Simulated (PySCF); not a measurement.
# `C=C(C)CO[Si@@H]([SiH3])C#N`: 4 charge schemes on one density

C₅H₁₁NOSi₂.
Cartesian coordinates in Å at the GFN2-xTB level; atoms count from 1:
```
atom  x, y, z in Å
C1    -1.341   -0.739   -1.605
C2    -1.781   -0.339   -0.425
C3    -3.224   -0.067   -0.127
C4    -0.861   -0.109    0.746
O5     0.475   -0.362    0.423
Si6    1.845    0.259    1.018
Si7    3.426   -0.467   -0.483
C8     1.673    2.132    1.058
N9     1.543    3.272    1.046
H10   -0.296   -0.925   -1.781
H11   -2.009   -0.897   -2.433
H12   -3.577   -0.723    0.668
H13   -3.354    0.961    0.208
H14   -3.834   -0.229   -1.011
H15   -1.155   -0.767    1.576
H16   -0.973    0.927    1.094
H17    1.981   -0.015    2.461
H18    3.834    0.589   -1.414
H19    3.001   -1.618   -1.284
H20    4.622   -0.871    0.262
```

Density: PBE0/pcSseg-1 (PySCF); schemes: Mulliken, IAO, Hirshfeld and ESP-fitted. Isolated species at its GFN2-xTB geometry (one conformer only).

Q: At which atom do the 4 schemes differ most?

A: At C2: from -0.514 (Mulliken) to +0.392 e (ESP-fitted), 0.906 e apart.

Q: Which atoms carry the lowest charge in the Mulliken, IAO, Hirshfeld and ESP-fitted schemes?

A: The schemes don't all agree: Mulliken O5 (-0.648); IAO O5 (-0.630); Hirshfeld O5 (-0.202); ESP-fitted C3 (-0.619).

Q: Do the Mulliken, IAO, Hirshfeld and ESP-fitted schemes agree on where the charge is highest?

A: All schemes agree: Mulliken Si6 (+0.793); IAO Si6 (+0.862); Hirshfeld Si6 (+0.378); ESP-fitted Si6 (+0.404).

Q: Give the atomic charges in each scheme.

A: In e:

| atom | environment | Mulliken | IAO | Hirshfeld | ESP-fitted |
| --- | --- | --- | --- | --- | --- |
| C1 | terminal =CH2 carbon | -0.035 | -0.337 | -0.121 | -0.618 |
| C2 | fully substituted alkene carbon | -0.514 | +0.019 | +0.005 | +0.392 |
| C3 | allylic carbon | -0.165 | -0.428 | -0.114 | -0.619 |
| C4 | sp3 carbon bound to oxygen | +0.211 | -0.051 | +0.015 | -0.238 |
| O5 | silyl ether oxygen | -0.648 | -0.630 | -0.202 | -0.275 |
| Si6 | oxygen-bound silicon | +0.793 | +0.862 | +0.378 | +0.404 |
| Si7 | SiH3 silicon | +0.148 | +0.295 | +0.237 | +0.217 |
| C8 | cyano carbon | -0.231 | -0.176 | -0.040 | +0.180 |
| N9 | cyano nitrogen | -0.201 | -0.195 | -0.200 | -0.395 |
| H10 | vinylic hydrogen | +0.117 | +0.153 | +0.033 | +0.201 |
| H11 | vinylic hydrogen | +0.101 | +0.147 | +0.044 | +0.214 |
| H12 | methyl hydrogen | +0.124 | +0.148 | +0.046 | +0.161 |
| H13 | methyl hydrogen | +0.127 | +0.150 | +0.047 | +0.169 |
| H14 | methyl hydrogen | +0.119 | +0.154 | +0.051 | +0.182 |
| H15 | methylene hydrogen | +0.125 | +0.140 | +0.044 | +0.143 |
| H16 | methylene hydrogen | +0.125 | +0.134 | +0.041 | +0.149 |
| H17 | Si–H hydrogen | -0.068 | -0.126 | -0.071 | -0.084 |
| H18 | Si–H hydrogen | -0.035 | -0.082 | -0.062 | -0.055 |
| H19 | Si–H hydrogen | -0.036 | -0.079 | -0.058 | -0.050 |
| H20 | Si–H hydrogen | -0.057 | -0.097 | -0.073 | -0.080 |

Mean size of the charges over all atoms: ESP-fitted 0.241 e, IAO 0.220 e, Mulliken 0.199 e, Hirshfeld 0.094 e. Each set sums to the total charge, 0, to within 0.001 e. The IAO scheme counts the electrons in orthogonalised intrinsic atomic orbitals, a minimal basis polarised so that it spans the occupied orbitals exactly. The Mulliken scheme counts on each atom the diagonal of the density matrix times the overlap matrix over that atom's basis functions.

Q: How closely do the schemes follow one another over all atoms?

A: Correlation coefficient and root-mean-square difference: IAO with Hirshfeld 0.93, 0.183 e; Mulliken with IAO 0.84, 0.167 e; Mulliken with Hirshfeld 0.79, 0.197 e; IAO with ESP-fitted 0.77, 0.201 e; Hirshfeld with ESP-fitted 0.72, 0.216 e; Mulliken with ESP-fitted 0.36, 0.324 e.

Q: Sum the charges by element, for elements with more than one atom.

A: 
```csv
element,atoms,Mulliken,IAO,Hirshfeld,ESP-fitted
C,5,-0.734,-0.973,-0.256,-0.903
Si,2,+0.941,+1.157,+0.616,+0.621
H,11,+0.642,+0.642,+0.042,+0.951
```
